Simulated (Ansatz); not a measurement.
C₃H₈Si₂ (`C#C[SiH2][SiH2]C`) at its PBE0-D4/def2-TZVP geometry, where that method's forces vanish. Charge 0, multiplicity 1.

```xyz
13

C     1.4785   -2.0482   -1.6288
C     0.9393   -1.7720   -0.5851
Si    0.1211   -1.2632    0.9677
Si   -0.1053    1.0678    0.9337
C    -0.9963    1.6193   -0.6205
H     1.9564   -2.3019   -2.5472
H    -1.2059   -1.9329    1.0356
H     0.9419   -1.7284    2.1168
H     1.2556    1.6704    0.9993
H    -0.8507    1.4973    2.1514
H    -0.4568    1.2790   -1.5069
H    -2.0059    1.2047   -0.6567
H    -1.0718    2.7081   -0.6593
```

(1) What forces (eV/Å) does r2SCAN-D4/def2-TZVPP give on these atoms in Ansatz? (Best estimate.)

## Answers

(1) Computed: 
```
C1   0.183 -0.083 -0.355
C2  -0.183  0.089  0.353
Si3  0.038 -0.045 -0.052
Si4  0.010  0.016  0.037
C5  -0.002  0.003 -0.005
H6  -0.025  0.009  0.049
H7   0.010  0.008  0.009
H8  -0.016  0.003 -0.005
H9  -0.018 -0.005  0.000
H10  0.012  0.000 -0.015
H11 -0.021  0.013  0.008
H12  0.018  0.014 -0.013
H13 -0.005 -0.021 -0.011
```
